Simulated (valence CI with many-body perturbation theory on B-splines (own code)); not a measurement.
**E1 transitions of Ho18+**

Level of theory: relativistic CI+MBPT: three valence electrons over a frozen Dirac-Fock core [Kr] 4d10, radial functions for each j: 8 s, 8 p, 9 d, 9 f, 6 g, 3 h, 2 i, with the one-electron correlation potential Σ1, the two-electron term Σ2, the three-electron term Σ3, Breit, model QED; selected CI, second order for the rest (own B-spline code, finite nucleus).

No measured levels were compared; by estimate terms of the open shell hold to a few per cent of their energy, and close levels can change places. Core correlation moves these levels by up to 40000 cm⁻¹, and in measured spectra 5 to 20 % of such shifts remained as error; rates that hang on mixing are uncertain with them.

Lines 151 to 200 of 201 in falling wavelength, among levels below 339740 cm⁻¹, chosen from the strongest by gf and those to the six lowest levels. Wavelengths and rates use the calculated energies, so an error of 2000 cm⁻¹ moves a line at 37.37 nm by 0.75 % and its rate by three times that or more. Electric multipoles are in the length gauge, E1 and E2 with the static RPA response of the core. Weak lines are less certain than strong ones. Lines between different terms over intervals too small for the method are left out, as are lines whose strength nearly cancels. Where a level lies close to another of its J and parity, the split of strength between their lines is uncertain. The highest levels of a list are the least certain.

Names give the largest LS component (configuration and term), which can be under half, so a name can repeat, a term be missing and a line seem to break the LS rules; names also repeat where a configuration has a term twice. Letters in brackets count levels of one name in rising energy.

| λ vac (nm) | Upper | Lower | A (s⁻¹) | S (a.u.) with core polarisation | S without |
| --- | --- | --- | --- | --- | --- |
| 37.37 | 4f2.5s 4H_7/2 | 4f3 4I°_9/2 | 2.38e+04 | 4.90e-06 | 5.04e-06 |
| 37.25 | 4f2.5s 2P_1/2 | 4f3 4D°_3/2 | 3.69e+05 | 1.88e-05 | 1.67e-05 |
| 37.05 | 4f2.5s 2F_7/2 | 4f3 4F°_9/2 | 3.15e+04 | 6.32e-06 | 6.02e-06 |
| 37.05 | 4f2.5s 2G_9/2 | 4f3 4F°_7/2 | 9.91e+03 | 2.49e-06 | 2.80e-06 |
| 37.03 | 4f2.5s 2I_13/2 | 4f3 4G°_11/2 | 7.61e+03 | 2.67e-06 | 2.73e-06 |
| 37.01 | 4f2.5s 2H_11/2 | 4f3 2H°_9/2 [a] | 1.48e+03 | 4.45e-07 | 8.87e-07 |
| 37.01 | 4f2.5s 2I_11/2 | 4f3 4G°_11/2 | 3.37e+03 | 1.01e-06 | 9.88e-07 |
| 37.00 | 4f2.5s 2F_5/2 | 4f3 4F°_3/2 | 8.22e+03 | 1.23e-06 | 1.07e-06 |
| 36.84 | 4f2.5s 4H_9/2 | 4f3 4I°_9/2 | 6.77e+03 | 1.67e-06 | 1.55e-06 |
| 36.80 | 4f2.5s 4H_11/2 | 4f3 4I°_11/2 | 5.23e+03 | 1.54e-06 | 1.57e-06 |
| 36.70 | 4f2.5s 4H_13/2 | 4f3 4I°_13/2 | 2.60e+03 | 8.88e-07 | 9.31e-07 |
| 36.61 | 4f2.5s 4P_5/2 | 4f3 2D°_5/2 | 1.44e+05 | 2.09e-05 | 2.07e-05 |
| 36.45 | 4f2.5s 2I_13/2 | 4f3 2K°_15/2 | 6.36e+04 | 2.13e-05 | 1.69e-05 |
| 36.31 | 4f2.5s 2F_7/2 | 4f3 4F°_7/2 | 9.36e+03 | 1.77e-06 | 1.41e-06 |
| 36.28 | 4f2.5s 2G_9/2 | 4f3 2H°_9/2 [a] | 1.28e+03 | 3.03e-07 | 2.49e-07 |
| 36.09 | 4f2.5s 2H_9/2 | 4f3 4I°_11/2 | 1.02e+04 | 2.37e-06 | 2.39e-06 |
| 35.90 | 4f2.5s 2P_1/2 | 4f3 2P°_1/2 | 2.57e+05 | 1.17e-05 | 9.65e-06 |
| 35.74 | 4f2.5s 4H_11/2 | 4f3 4I°_9/2 | 1.32e+01 | 3.58e-09 | 7.39e-09 |
| 35.68 | 4f2.5s 4H_13/2 | 4f3 4I°_11/2 | 1.30e+00 | 4.09e-10 | 6.30e-10 |
| 35.58 | 4f2.5s 2F_7/2 | 4f3 2H°_9/2 [a] | 2.80e+04 | 4.98e-06 | 4.67e-06 |
| 35.55 | 4f2.5s 4P_5/2 | 4f3 2D°_3/2 [a] | 1.13e+05 | 1.51e-05 | 1.44e-05 |
| 35.54 | 4f2.5s 2I_13/2 | 4f3 2K°_13/2 | 4.45e+04 | 1.38e-05 | 1.48e-05 |
| 35.54 | 4f2.5s 2D_5/2 | 4f3 4S°_3/2 | 2.23e+05 | 2.96e-05 | 2.92e-05 |
| 35.51 | 4f2.5s 2I_11/2 | 4f3 2K°_13/2 | 1.75e+05 | 4.65e-05 | 4.33e-05 |
| 35.42 | 4f2.5s 4F_9/2 | 4f3 4I°_11/2 | 2.14e+02 | 4.70e-08 | 2.23e-08 |
| 35.38 | 4f2.5s 2H_11/2 | 4f3 4I°_13/2 | 9.73e+02 | 2.55e-07 | 2.82e-07 |
| 35.30 | 4f2.5s 2P_1/2 | 4f3 2D°_3/2 [a] | 4.10e+05 | 1.78e-05 | 1.65e-05 |
| 35.07 | 4f2.5s 2H_9/2 | 4f3 4I°_9/2 | 3.52e+03 | 7.50e-07 | 5.06e-07 |
| 34.95 | 4f2.5s 4P_1/2 | 4f3 4S°_3/2 | 2.32e+05 | 9.78e-06 | 8.31e-06 |
| 34.69 | 4f2.5s 4F_7/2 | 4f3 4I°_9/2 | 2.31e+03 | 3.80e-07 | 3.68e-07 |
| 34.55 | 4f2.5s 2D_5/2 | 4f3 4F°_3/2 | 1.29e+04 | 1.58e-06 | 1.64e-06 |
| 34.45 | 4f2.5s 4P_3/2 | 4f3 4S°_3/2 | 3.70e+05 | 2.99e-05 | 2.86e-05 |
| 34.43 | 4f2.5s 4F_9/2 | 4f3 4I°_9/2 | 5.63e+03 | 1.13e-06 | 1.07e-06 |
| 34.43 | 4f2.5s 2H_11/2 | 4f3 4I°_11/2 | 2.56e+03 | 6.20e-07 | 4.77e-07 |
| 34.42 | 4f2.5s 2D_3/2 | 4f3 4F°_3/2 | 3.90e+03 | 3.14e-07 | 1.88e-07 |
| 34.00 | 4f2.5s 4P_1/2 | 4f3 4F°_3/2 | 1.46e+04 | 5.65e-07 | 4.93e-07 |
| 33.88 | 4f2.5s 2G_7/2 | 4f3 4I°_9/2 | 2.22e+04 | 3.41e-06 | 3.13e-06 |
| 33.81 | 4f2.5s 2G_9/2 | 4f3 4I°_11/2 | 2.07e+03 | 3.95e-07 | 3.07e-07 |
| 33.63 | 4f2.5s 4P_5/2 | 4f3 4S°_3/2 | 2.21e+05 | 2.49e-05 | 2.52e-05 |
| 33.52 | 4f2.5s 4P_3/2 | 4f3 4F°_3/2 | 1.68e+04 | 1.25e-06 | 1.17e-06 |
| 33.51 | 4f2.5s 2I_11/2 | 4f3 2H°_9/2 [a] | 2.25e+01 | 5.01e-09 | 7.16e-09 |
| 33.41 | 4f2.5s 2P_1/2 | 4f3 4S°_3/2 | 7.18e+04 | 2.64e-06 | 2.63e-06 |
| 32.98 | 4f2.5s 2I_13/2 | 4f3 4I°_15/2 | 4.18e+03 | 1.04e-06 | 8.49e-07 |
| 32.91 | 4f2.5s 2G_9/2 | 4f3 4I°_9/2 | 1.86e+03 | 3.26e-07 | 3.29e-07 |
| 32.74 | 4f2.5s 4P_5/2 | 4f3 4F°_3/2 | 3.66e+02 | 3.81e-08 | 3.95e-08 |
| 32.53 | 4f2.5s 2P_1/2 | 4f3 4F°_3/2 | 1.55e+05 | 5.28e-06 | 5.28e-06 |
| 32.32 | 4f2.5s 2F_7/2 | 4f3 4I°_9/2 | 1.38e+03 | 1.85e-07 | 1.72e-07 |
| 32.19 | 4f2.5s 2I_13/2 | 4f3 4I°_13/2 | 3.59e+03 | 8.28e-07 | 8.65e-07 |
| 32.18 | 4f2.5s 2I_11/2 | 4f3 4I°_13/2 | 3.22e+03 | 6.36e-07 | 5.90e-07 |
| 31.41 | 4f2.5s 2I_13/2 | 4f3 4I°_11/2 | 1.49e+02 | 3.19e-08 | 6.76e-08 |
